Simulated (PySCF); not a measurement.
Which determinant of BeO lies lowest?

Unrestricted PBE0; PySCF, no relativity, basis sets Be aug-cc-pVDZ, O aug-cc-pVDZ. Outer shells of the fragments: Be 2s2; O 2s2 2p4.

Followed along the bond (rough minima from three points):

```json
{"2Ms+1": "1", "unpaired": "none", "⟨S²⟩ at the start": "0.00", "R at minimum (Å)": "1.34", "Te (eV)": "0.00"}
{"2Ms+1": "3", "unpaired": "σ ↑, π ↑", "⟨S²⟩ at the start": "2.00", "R at minimum (Å)": "1.49", "Te (eV)": "0.59"}
{"2Ms+1": "1", "unpaired": "σ ↓, π ↑", "⟨S²⟩ at the start": "1.01", "R at minimum (Å)": "1.49", "Te (eV)": "0.63"}
{"2Ms+1": "3", "unpaired": "σ ↑↑", "⟨S²⟩ at the start": "2.00", "R at minimum (Å)": "1.44", "Te (eV)": "1.91"}
```

Solutions found at the starting distance of 1.560 Å, counted from the lowest of them; the search is not exhaustive and high or unbound solutions are not listed, so other states can lie among these:

```tsv
2Ms+1	unpaired	term	E (eV)	⟨S²⟩	⟨Lz²⟩	μ (D)
3	σ ↑, π ↑	³Π	0.00	2.00	1.01	-1.57
1	σ ↓, π ↑	mixed	0.04	1.01	1.01	-1.54
1	none	¹Σ⁺	0.15	0.00	0.00	-6.78
3	σ ↑↑	³Σ⁺	1.43	2.00	0.00	-1.34
3	π ↑↑	mixed	3.43	2.01	2.01	-3.07
3	π ↑↑	mixed	3.69	2.01	2.00	-2.99
1	π ↑↓	mixed	3.73	1.02	2.01	-2.93
3	π ↑↑	³Σ⁻	5.16	2.01	0.00	4.22
1	π ↑↓	mixed	5.95	1.00	2.01	4.23
3	σ ↓, π ↑↑↑	mixed	7.33	3.00	1.01	3.43
1	none	mixed	8.18	0.00	2.00	4.22
```

A term symbol is given only where ⟨S²⟩ and ⟨Lz²⟩ are close to those of a pure state; real π, δ and φ orbitals otherwise mix terms. A positive dipole means Be(−)O(+).

Compare the gap between the two lowest followed solutions at the starting distance with the gap between their minima.

At PBE0 the second solution (triplet, unpaired electrons σ ↑, π ↑) lies -0.15 eV from the first (singlet, closed shell) at 1.560 Å and +0.59 eV at the minima; the two curves relax by different amounts, since their minima lie near 1.49 and 1.34 Å.

The measured ground state is X ¹Σ+ (Huber and Herzberg, Constants of Diatomic Molecules (1979)).

Counting both spins, an empty level lies below a filled one in some of these solutions, because spin and occupation are held.
